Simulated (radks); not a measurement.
Results of a calculation; reference values are marked as such.
Problem. These are the eigenvalues of the occupied orbitals of an atom or ion with whole-number occupations (hartree). Code: a radial shooting solver on a logarithmic mesh with Libxc functionals. Model: non-relativistic Kohn-Sham, PBE, spin-polarised, spherical densities, point nucleus.

| orbital | eigenvalue |
|---|---|
| 1s up | -130.5637 |
| 1s down | -130.5331 |
| 2s up | -14.52122 |
| 2s down | -14.48362 |
| 2p up | -11.94681 |
| 2p down | -11.89936 |
| 3s up | -2.76529 |
| 3s down | -2.54328 |
| 3p up | -2.12667 |
| 3d up | -1.18058 |

Which element is it, and in what charge state? The configuration may be excited. Open shells, if any, are filled with parallel spins first.

Solution. Z = 19, potassium, charge +3: K3+ in [Ne] 3s2 3p3 3d1. The list shows which subshells hold electrons but not how many an open one holds; the 1s level, -130.56 hartree, gives Z - s = 16.2 by -(Z - s)^2/2, which with screening narrows Z to a few neighbours, and the depths of the outer levels then fix element, charge and occupations together.
